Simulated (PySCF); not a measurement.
A TDDFT job was run through a driver script with this input:

```
{"job": {"kind": "uv", "xc": "PBE0", "basis": "def2-SVPD", "nstates": 6, "ntriplets": 2}, "charge": 0, "multiplicity": 1}
P      2.259538     1.030058    -0.620521
Ge     1.250655    -0.954299    -0.010050
Se    -0.518352    -0.858682     1.581642
Ge    -2.059937     0.145331     0.177413
H      1.037802     1.661707    -0.831577
H      2.322915     1.466207     0.697106
H      0.718042    -1.694816    -1.231018
H      2.245612    -1.918116     0.611280
H     -3.412488     0.004367     0.802000
H     -2.063432    -0.492667    -1.185261
H     -1.774931     1.613579    -0.016978
```

Its output, with some lines taken out ([cut]) and without the SCF cycles:

```
converged SCF energy = -6899.3064991228

[cut]

Singlet excitations
state   eV       nm        f      main configurations
[cut]
  2   5.0908    243.5   0.01396   H->L+1 0.96
[cut]
[cut]
  5   5.9944    206.8   0.03618   H->L+4 0.54, H-1->L 0.24, H->L+5 0.16
[cut]

[cut]
```

Level of theory: PySCF, TDDFT PBE0/def2-SVPD, vertical, gas phase, core orbitals frozen in the response. Isolated species at its GFN2-xTB geometry (one conformer only). Relativistic effects, spin–orbit coupling among them, are left out although an element past zinc is present.

Problem. What stood in the cut lines?

Solution. 
```
Static polarisability (au): isotropic 121.038, principal 99.983 117.462 145.667
  1   4.6327    267.6   0.02942   H->L 0.94
  3   5.7591    215.3   0.00170   H->L+2 0.84
  4   5.9012    210.1   0.00770   H->L+3 0.73, H-1->L 0.13, H->L+2 0.11
  6   6.1445    201.8   0.16782   H->L+4 0.39, H-1->L 0.32, H->L+5 0.11
Triplet excitations (Tamm-Dancoff, eV): 4.1233 4.6980
```

Problem. What is the polarisability anisotropy, √(½[(α1 − α2)² + (α2 − α3)² + (α3 − α1)²])?

Solution. 39.93 au.

Problem. How many basis functions and electrons does this run hold?

Solution. 197 basis functions for 120 electrons in 60 doubly occupied orbitals.

Problem. What is the gap between the lowest singlet and the lowest triplet?

Solution. 4.6327 − 4.1233 = 0.5094 eV (full response against Tamm–Dancoff).

Problem. Write the structure that the coordinates describe.

Solution. `[PH2][GeH2][Se][GeH3]` (Ge2H7PSe), point group C1.

H and L stand for HOMO and LUMO.

On an Arm Neoverse V2 with one thread, no GPU, shared host, this took 30 s of wall time (grids of density and orbitals included) and 0.85 GiB of memory at its peak.

Conformer computed: `[PH2:1][GeH2:2][Se:3][GeH3:4]`: P1–Ge2–Se3–Ge4 71°, H–P1–Ge2–Se3 -49°, H–P1–Ge2–Se3 44°.
